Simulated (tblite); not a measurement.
C₅H₁₁ClSi.
Structure used (GFN2-xTB), in Å, numbered top down from 1:
```
atom  x, y, z in Å
C1     3.0708    0.5592    0.1986
C2     1.9897    0.4026   -0.5448
Cl3    1.7288    1.4676   -1.8945
Si4    0.6193   -0.8915   -0.3478
C5    -1.0405    0.0265   -0.1292
C6    -2.2026   -0.9566   -0.0117
C7    -1.0165    0.9631    1.0784
H8     3.2447   -0.0988    1.0319
H9     3.8090    1.3236    0.0157
H10    0.5922   -1.7070   -1.5650
H11    0.9425   -1.7058    0.8285
H12   -1.2154    0.6394   -1.0203
H13   -3.1477   -0.4226    0.0788
H14   -2.2577   -1.6023   -0.8851
H15   -2.0847   -1.5863    0.8675
H16   -1.9662    1.4893    1.1707
H17   -0.2247    1.7028    0.9802
H18   -0.8495    0.4033    1.9968
```

Method: GFN2-xTB as coded in tblite; computed harmonic values from a numerical Hessian at the method's own geometry, unscaled. Against measured fundamentals such values can be off by several per cent, at times by over 20. Modes of hydrogen on silicon can be 10 to 20 % off. One conformer, not necessarily the lowest.

Harmonic wavenumbers (cm⁻¹): 26.6, 43.7, 80.4, 178.4, 218.9, 230.4, 248.3, 289.6, 338.4, 353.0, 393.5, 501.2, 536.1, 591.0, 663.9, 683.4, 719.4, 758.9, 781.1, 891.3, 945.9, 948.1, 994.1, 1041.5, 1075.1, 1133.1, 1178.8, 1275.6, 1301.9, 1382.8, 1413.2, 1425.8, 1499.7, 1507.0, 1511.3, 1514.1, 1658.0, 2237.1, 2250.7, 2923.4, 3005.4, 3009.9, 3021.2, 3028.7, 3030.9, 3035.4, 3088.5, 3126.5.

A = 2723, B = 987.0, C = 927.9 MHz; mass 134.032 u (most abundant isotopes); point group C1, symmetry number 1.

**Question.** What is the zero-point energy?

**Answer.** ½Σν̃ = 31046 cm⁻¹ = 88.76 kcal/mol.

**Question.** Give the ideal-gas entropy at 500 K and 1 bar in the rigid-rotor, harmonic-oscillator model (classical rotation).

**Answer.** Translation 43.19, rotation 30.79, vibration 51.77: S = 125.7 cal/(mol K).

**Question.** And Cp and H(500 K) − H(0)?

**Answer.** Cp = 54.94 cal/(mol K), of which vibrations give 47.00 (their classical limit is 48 R = 95.4); H(500 K) − H(0) = 16.67 kcal/mol without the zero-point energy, 12.69 from vibrations.

**Question.** Which modes carry the vibrational entropy at 500 K?

**Answer.** 26.6 cm⁻¹: 7.09; 43.7 cm⁻¹: 6.11; 80.4 cm⁻¹: 4.90; 178.4 cm⁻¹: 3.33; 218.9 cm⁻¹: 2.94; 230.4 cm⁻¹: 2.84 cal/(mol K); the other 42 give 24.56 together.

**Question.** How do the functions run with temperature in this model?

**Answer.** 
```tsv
T (K)	S (cal/(mol K))	Cp (cal/(mol K))	H − H(0) (kcal/mol)	G − H(0) (kcal/mol)	ln q(vib)
100	71.8	19.0	1.36	-5.82	2.51
200	88.2	29.3	3.78	-13.85	5.30
300	101.9	38.9	7.20	-23.37	8.02
800	155.3	70.8	35.72	-88.52	20.58
1000	171.9	77.9	50.62	-121.28	25.03
```

q(vib) and H(0) count from the zero-point level.

Hindered rotation and anharmonicity are outside this model. Other conformers, if any are populated, would add a mixing term that is left out. The structure is chiral; the term R ln 2 for an equal mix with its mirror image is left out.

Time: 0.58 s of wall time. Hardware: one thread of an Arm Neoverse V2, no GPU, shared host. The figure is for the frequency step alone.
